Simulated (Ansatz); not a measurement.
Total energies of N-butyl-N-methylpyrrolidinium, `CCCC[N+]1(C)CCCC1` from Ansatz at PBE-D4/def2-TZVP, gas phase (1 Eh = 27.2114 eV = 2625.5 kJ/mol). The reference geometry is relaxed at r2SCAN-D4/def2-SVP.

```csv
state,geometry,energy (Eh)
charge 1 singlet,reference,-409.12032
charge 0 doublet,reference,-409.20281
charge 0 doublet,relaxed at r2SCAN-D4/def2-SVP,-409.20955
```

Work out the vertical electron affinity, to the doublet.

E(charge 1 singlet) − E(charge 0 doublet) = -409.12032 − (-409.20281) = 0.08249 Eh = 2.24 eV.

How much does the charge 0 doublet relax, and what is the adiabatic electron affinity?

Relaxation: -409.20281 − (-409.20955) = 0.00674 Eh = 0.18 eV. Adiabatic electron affinity: 0.08923 Eh = 2.43 eV, without zero-point energy.
